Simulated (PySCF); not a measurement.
## Two-dimensional NMR puzzle

Compound of formula C2H10OSi4. Correlations simulated from computed shifts and the bond graph:

HSQC (one-bond C–H):
```csv
δH,δC
13.08,259.8
0.44,-3.3
```

COSY cross peaks (H two or three bonds apart, from the bond graph; peaks can be absent where the dihedral angle is near 90°):
```csv
δH,δH
13.08,4.87
5.07,4.15
5.07,4.14
5.07,0.44
4.87,4.15
4.87,4.14
4.15,4.14
```

HMBC (two and three bonds, from the bond graph):
```csv
δH,δC
5.07,-3.3
4.87,259.8
4.15,"259.8, -3.3"
4.14,"259.8, -3.3"
```

[PySCF 2.14: shielding tensors at PBE0/pcSseg-1 (GIAO); GFN2-xTB geometry; relativity neglected; no solvent model; equivalent nuclei averaged; a single conformation]

Chemical shifts δ = σref − σ; ¹H and ¹³C vs TMS, all at this level.

Exchangeable hydrogens are left out of these lists.

Q: Which molecule is this?

A: SMILES C[Si@H]1[SiH2][Si@H](C=O)[SiH2]1.

Atoms are numbered as in `[CH3:1][Si@H:2]1[SiH2:3][Si@H:4]([CH:5]=[O:6])[SiH2:7]1`. Each H is labelled by its parent atom. Ha(Si3), Ha(Si7) are cis to C1 on the ring; Hb(Si3), Hb(Si7) are trans to C1 on the ring.

1. δC 259.8 is C5, a carbonyl carbon (δH 13.08).
2. δC -3.3 is C1, a methyl carbon bonded to Si (δH 0.44).
3. COSY links 13.08–4.87, 5.07–4.15, 5.07–4.14, 5.07–0.44, 4.87–4.15, 4.87–4.14.

The shifts were computed for this structure.

Shifts are as computed. Against solution values, carbons near 30 ppm lie about +3 ppm off and those near 130 ppm about +5 ppm. Of 1309 compounds with measured shifts, 239 miss one by over three times the rms of a fit or turn the order of signals round; such compounds aren't used in these exercises.
